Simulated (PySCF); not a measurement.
5-fluorocyclopenta-1,3-diene (C5H5F), SMILES C1(F)C=CC=C1. The structure is a stationary point at PBE-D3(BJ)/def2-SVP. One conformer was computed; it need not be the lowest.

All values below come from PBE-D3(BJ)/def2-SVP (PySCF).

Harmonic wavenumbers (cm⁻¹): 185, 322, 534, 545, 656, 689, 768, 815, 865, 928, 934, 979, 1019, 1035, 1052, 1145, 1192, 1267, 1267, 1348, 1547, 1616, 2874, 3138, 3149, 3174, 3177. Rotational constants (GHz): 7.517, 3.478, 2.523; symmetry number 1.

Work out the zero-point energy and the ideal-gas rigid-rotor harmonic-oscillator thermochemistry at 298.15 K and 1 atm.

ZPE = ½ Σ hcν = ½ × 36222 cm⁻¹ = 51.78 kcal/mol. H − E(el) = 55.50 kcal/mol. Entropy in cal/(mol K): translation 39.20, rotation 25.99, vibration 6.77, total 71.96. G − E(el) = 34.05 kcal/mol. Cp = 20.78 cal/(mol K).
